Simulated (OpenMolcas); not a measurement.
Rh III.

```
Program             : OpenMolcas
Basis               : ANO-RCC-VTZP [7s6p4d2f1g]
Scalar Hamiltonian  : DKH2, point nucleus
Active space        : 7 electrons in 6 orbitals (4d 5s)
State averaging     : 2S+1 = 4 even, 60 roots; 2S+1 = 6 even, 5 roots kept (CI in the orbitals of an earlier block); 2S+1 = 2 even, 110 roots kept (CI in the orbitals of an earlier block)
Spin-orbit coupling : RASSI with atomic mean-field integrals over the reference wave functions, term energies averaged over their components
```

Two sets of levels on these reference wave functions, in cm⁻¹ above 4d⁷ ⁴F_9/2: one from CASSCF and one from MS-CASPT2, IPEA 0.25 Eh, imaginary shift 0.1 Eh (closed shells correlated: 4s 4p).

```tsv
Level	Set 1	Set 2
4d⁷ ⁴F_9/2	0.0	0.0
4d⁷ ⁴F_7/2	2190	2230
4d⁷ ⁴F_5/2	3620	3620
4d⁷ ⁴F_3/2	4540	4490
4d⁷ ⁴P_5/2	14950	11180
4d⁷ ⁴P_3/2	15080	11110
4d⁷ ²G_9/2	15950	13340
4d⁷ ⁴P_1/2	16500	12650
4d⁷ ²G_7/2	18100	15470
4d⁷ ²P_3/2 [54 %]	20750	16330
4d⁷ ²H_11/2	21360	18230
4d⁷ ²D_5/2(1)	22830	18650
4d⁷ ²P_1/2	23110	18370
4d⁷ ²H_9/2	23490	20420
4d⁷ ²D_3/2(1) [69 %]	26490	22160
4d⁷ ²F_5/2	34790	27350
```

Which set is which?

Set 2 is MS-CASPT2. Its levels of the other terms of 4d⁷ lie at 0.74 to 0.87 of the other set's values, as expected, since terms of lower spin or lower L gain more correlation energy than the Hund ground term. Against 5 measured levels (the list in Shadmi, J. Res. Natl. Bur. Stand. 70A, 435 (1966)) the mean absolute deviation is 120 cm-1 with it and 1700 cm-1 without; single levels miss by up to 170 cm-1 with it.

CASPT2 breaks the degeneracy within a term, and the mean is taken; among the terms shown or strongly mixed into the levels shown the widest spread is 1300 cm-1 (4d⁷ ⁴F, MS-CASPT2). Terms from blocks run as CI alone lack orbitals of their own. Without dynamic correlation excited terms often stand tens of per cent too high (terms of higher spin than the ground term too low), and those without a measured partner can miss by more than the paired ones (holds for CASSCF). Blocks of more than 70 roots (2S+1 = 2 even) ran without multistate coupling (holds for MS-CASPT2). The CASPT2 spread within a term exceeds the gap to the next term for 4d⁷ ²H and 4d⁷ ²D(1), so the order of their levels is uncertain (holds for MS-CASPT2). Measured partners are found by configuration, term and J. A level has none where our copy of the source lacks it or the pairing is in doubt (some pairs that miss far off the trend of their configuration count as doubtful), and it then counts in no deviation. Only configurations of the active space appear. The table leaves out levels that lie high or whose names do not pair safely across all columns.

A share in square brackets marks a mixed level and gives the weight of the term that names it, the lowest over the columns. A number in round brackets counts repeated terms of one configuration in the order of the reference energies.
